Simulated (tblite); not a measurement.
C₄H₁₀GeO₂Si.
SMILES with atom numbers: `[CH3:1][C:2]#[C:3][Si@@H:4]([O:5][CH3:6])[O:7][GeH3:8]` (hydrogens: H9, H10, H11 on C1; H12 on Si4; H13, H14, H15 on C6; H16, H17, H18 on Ge8)

Computed with GFN2-xTB (tblite), gas phase: L-BFGS steps from a force-field or distance-geometry start until the largest atomic force falls under 0.01 eV/Å.

Step 69: E = -693.9039 eV
```
atom  x, y, z in Å  |  force x, y, z in eV/Å
C1      3.6921   -0.9008   -0.3480    0.006  -0.011  -0.008
C2      2.3051   -0.5793   -0.0997    0.020   0.007   0.009
C3      1.1483   -0.3195    0.1125   -0.019   0.023  -0.007
Si4    -0.6089    0.1436    0.4524   -0.005  -0.014  -0.003
O5     -1.1698    1.3011   -0.5406    0.004  -0.003   0.003
C6     -0.5729    2.5274   -0.8286    0.006   0.006  -0.003
O7     -1.5011   -1.1688    0.1235   -0.022  -0.023   0.050
Ge8    -3.0630   -1.6716   -0.4123   -0.003  -0.001   0.010
H9      3.8846   -1.9386   -0.0778    0.010  -0.004  -0.007
H10     3.9241   -0.7588   -1.4032    0.010  -0.006  -0.001
H11     4.3363   -0.2541    0.2475    0.004   0.003   0.000
H12    -0.7946    0.5254    1.8543    0.001   0.006  -0.012
H13    -1.3541    3.2812   -0.9400   -0.028  -0.009   0.006
H14    -0.0167    2.4503   -1.7651    0.028   0.012  -0.025
H15     0.1163    2.8409   -0.0423   -0.012  -0.013   0.023
H16    -2.7862   -2.9380   -1.1626    0.006   0.001  -0.009
H17    -3.6694   -0.6068   -1.2714   -0.019   0.003  -0.012
H18    -3.8788   -1.9274    0.8247    0.012   0.022  -0.013
```

Step 70: E = -693.9041 eV
```
atom  x, y, z in Å  |  force x, y, z in eV/Å
C1      3.6905   -0.9015   -0.3498   -0.011  -0.001  -0.001
C2      2.3033   -0.5804   -0.0977   -0.002   0.015   0.014
C3      1.1464   -0.3202    0.1160    0.023   0.015  -0.010
Si4    -0.6106    0.1451    0.4570    0.014  -0.016  -0.023
O5     -1.1681    1.3005   -0.5411    0.001  -0.010   0.007
C6     -0.5718    2.5270   -0.8294    0.004   0.011  -0.001
O7     -1.5029   -1.1682    0.1315   -0.012  -0.010   0.049
Ge8    -3.0604   -1.6718   -0.4138   -0.022   0.001   0.020
H9      3.8843   -1.9394   -0.0807    0.008  -0.001  -0.009
H10     3.9194   -0.7581   -1.4055    0.009  -0.009   0.000
H11     4.3367   -0.2549    0.2440   -0.005  -0.002  -0.002
H12    -0.7967    0.5297    1.8575   -0.001   0.009  -0.008
H13    -1.3531    3.2806   -0.9416   -0.033  -0.012   0.003
H14    -0.0147    2.4507   -1.7655    0.026   0.008  -0.015
H15     0.1154    2.8417   -0.0417   -0.003  -0.015   0.020
H16    -2.7801   -2.9374   -1.1622    0.011  -0.008  -0.019
H17    -3.6662   -0.6069   -1.2733   -0.015   0.002  -0.014
H18    -3.8801   -1.9302    0.8197    0.008   0.023  -0.012
```

Step 71: E = -693.9045 eV
```
atom  x, y, z in Å  |  force x, y, z in eV/Å
C1      3.6883   -0.9026   -0.3520   -0.017   0.003   0.002
C2      2.3013   -0.5830   -0.0955   -0.014   0.019   0.014
C3      1.1446   -0.3222    0.1202    0.038   0.013  -0.008
Si4    -0.6120    0.1465    0.4621    0.036  -0.013  -0.033
O5     -1.1656    1.3001   -0.5406    0.000  -0.008   0.001
C6     -0.5704    2.5271   -0.8304    0.008   0.006   0.006
O7     -1.5062   -1.1668    0.1426   -0.004   0.000   0.045
Ge8    -3.0579   -1.6719   -0.4152   -0.029  -0.005   0.012
H9      3.8854   -1.9403   -0.0842    0.003   0.000  -0.012
H10     3.9142   -0.7573   -1.4082    0.006  -0.014   0.000
H11     4.3356   -0.2555    0.2400   -0.006   0.000   0.002
H12    -0.7981    0.5351    1.8613   -0.001   0.010  -0.006
H13    -1.3529    3.2795   -0.9437   -0.033  -0.013  -0.001
H14    -0.0119    2.4513   -1.7666    0.016   0.004   0.009
H15     0.1143    2.8439   -0.0410   -0.002  -0.019   0.006
H16    -2.7715   -2.9368   -1.1629    0.011  -0.004  -0.021
H17    -3.6633   -0.6075   -1.2758   -0.010   0.001  -0.015
H18    -3.8825   -1.9335    0.8134   -0.003   0.019   0.000
```

Step 72: E = -693.9049 eV
```
atom  x, y, z in Å  |  force x, y, z in eV/Å
C1      3.6854   -0.9039   -0.3549   -0.013   0.012   0.009
C2      2.2991   -0.5848   -0.0918   -0.009   0.016   0.005
C3      1.1431   -0.3228    0.1266    0.049   0.007  -0.009
Si4    -0.6131    0.1480    0.4673    0.039  -0.005  -0.032
O5     -1.1620    1.2988   -0.5416    0.002  -0.011  -0.006
C6     -0.5684    2.5271   -0.8314   -0.001   0.000   0.008
O7     -1.5104   -1.1654    0.1572    0.006   0.012   0.038
Ge8    -3.0553   -1.6724   -0.4162   -0.032  -0.002  -0.003
H9      3.8860   -1.9414   -0.0894   -0.005   0.000  -0.011
H10     3.9069   -0.7566   -1.4118    0.001  -0.015  -0.002
H11     4.3350   -0.2565    0.2345   -0.009  -0.001   0.004
H12    -0.8003    0.5422    1.8646    0.000   0.012  -0.005
H13    -1.3537    3.2767   -0.9462   -0.020  -0.015  -0.004
H14    -0.0073    2.4532   -1.7671    0.002   0.000   0.036
H15     0.1126    2.8455   -0.0393   -0.001  -0.018  -0.007
H16    -2.7621   -2.9362   -1.1630    0.013  -0.003  -0.025
H17    -3.6577   -0.6077   -1.2792   -0.004  -0.004  -0.012
H18    -3.8865   -1.9377    0.8051   -0.017   0.016   0.017
```

**Question.** Estimate the geometry and energy of step 73. (The exact step hangs on the optimiser's Hessian estimate; all steps are aligned on step 72, rigid shifts and turns removed.)

**Answer.** E = -693.9053 eV, largest force 0.063 eV/Å
```
atom  x, y, z in Å  |  force x, y, z in eV/Å
C1      3.6810   -0.9051   -0.3589    0.001   0.011   0.006
C2      2.2966   -0.5864   -0.0871   -0.012   0.013  -0.002
C3      1.1418   -0.3229    0.1360    0.057  -0.001  -0.014
Si4    -0.6138    0.1502    0.4740    0.032   0.006  -0.018
O5     -1.1570    1.2971   -0.5425    0.006  -0.010  -0.016
C6     -0.5657    2.5271   -0.8324   -0.010  -0.013   0.013
O7     -1.5158   -1.1629    0.1762   -0.002   0.017   0.025
Ge8    -3.0527   -1.6739   -0.4173   -0.014  -0.003  -0.016
H9      3.8854   -1.9426   -0.0964   -0.013  -0.003  -0.008
H10     3.8969   -0.7559   -1.4168   -0.005  -0.015  -0.001
H11     4.3338   -0.2583    0.2271   -0.004   0.005   0.010
H12    -0.8019    0.5523    1.8692    0.002   0.011  -0.008
H13    -1.3552    3.2722   -0.9497   -0.003  -0.011  -0.008
H14    -0.0009    2.4548   -1.7670   -0.014  -0.003   0.061
H15     0.1112    2.8485   -0.0373   -0.007  -0.019  -0.022
H16    -2.7489   -2.9361   -1.1647    0.011   0.010  -0.018
H17    -3.6495   -0.6084   -1.2839    0.000  -0.008  -0.011
H18    -3.8941   -1.9436    0.7948   -0.025   0.011   0.027
```

The energy changes by -0.0005 eV. The first-order estimate −F·Δx gives -0.0006 eV and the mean of the old and new forces, exact on a quadratic surface, -0.0004 eV. The step makes an angle of 82° with the force vector and moves no atom by more than 0.020 Å.

The cost below is that of the whole relaxation. Time: 1.6 s. Hardware: one thread, Arm Neoverse V1 (aarch64), shared host with 32 logical CPUs at a one-minute load of 31.
